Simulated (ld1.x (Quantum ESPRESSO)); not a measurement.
What one change does to a pseudopotential (Pb, TM semilocal)

| Quantity | Value |
| --- | --- |
| Element | lead (Pb) |
| Generator | ld1.x (Quantum ESPRESSO) 7.5 |
| Type | norm-conserving Troullier–Martins (semilocal form) |
| Functional | BP86 |
| Relativity | scalar-relativistic |
| Frozen core | [Xe] 4f14 5d10 |
| Valence charge | 4 |
| Reference configuration | 6s1.75 6p2.25 |
| Partial waves | 6p (bound): rc 2.50 bohr; 6s (bound): rc 2.05 bohr |
| Local potential | the s channel |
| Core correction | Bessel-smoothed model core, default radius (core density twice the valence density) |

All-electron outer shells of the reference configuration (BP86, scalar-relativistic, ld1.x):

```tsv
shell	level (eV)	outermost node (bohr)	outermost maximum (bohr)
5p	-86.42	0.49	0.88
5d	-21.70	0.52	1.07
6s	-12.49	1.01	1.95
6p	-3.84	1.18	2.63
```

Change: all radii but the core radius scaled by about 1.30 (s 2.66, p 3.24 bohr).

Cutoffs: the cutoffs (Ry, on a coarse ladder) from which the occupation-weighted sum of valence levels, in a spherical-Bessel basis at the reference potential, stays within 10 and 1 mRy of its value at 400 Ry; they do not see the model core or the augmentation charge, which bear on the density cutoff. Errors are all-electron minus pseudo energies relative to the spin-unpolarised reference configuration.

Question: How do hardness, ghosts and transferability respond?

Answer: The potential gets softer (21 Ry and 35 Ry → 12 Ry and 21 Ry); the errors of the 7 common tests hardly move; neither file shows a bound ghost. A larger radius leaves more room for a smooth pseudo-wave, so fewer plane waves are needed. A semilocal file is local in each channel, so a ghost entry of none says nothing of the separable form that plane-wave codes build from it.

| quantity | base | changed |
| --- | --- | --- |
| cutoff, loose | 21 Ry | 12 Ry |
| cutoff, tight | 35 Ry | 21 Ry |
| loose cutoff by channel (10 mRy a level) | p 8 Ry, s 18 Ry | p 6 Ry, s 8 Ry |
| bound ghosts | none | none |
| error for 6s2 6p2, meV [ΔE -2.15 eV] | -1.7 | -1.8 |
| error for 6s2 6p1, meV [ΔE 4.59 eV] | -10 | -10 |
| error for 6s2 6p0, meV [ΔE 18.18 eV] | -96 | -103 |
| error for 6s2 6p2.3, meV [ΔE -2.99 eV] | -2.6 | -2.3 |
| error for 6s1 6p0, meV [ΔE 50.77 eV] | -548 | -598 |
| error for 6s0 6p4, meV [ΔE 15.72 eV] | -114 | -124 |
| error for 6s1 6p3, meV [ΔE 6.60 eV] | -22 | -23 |
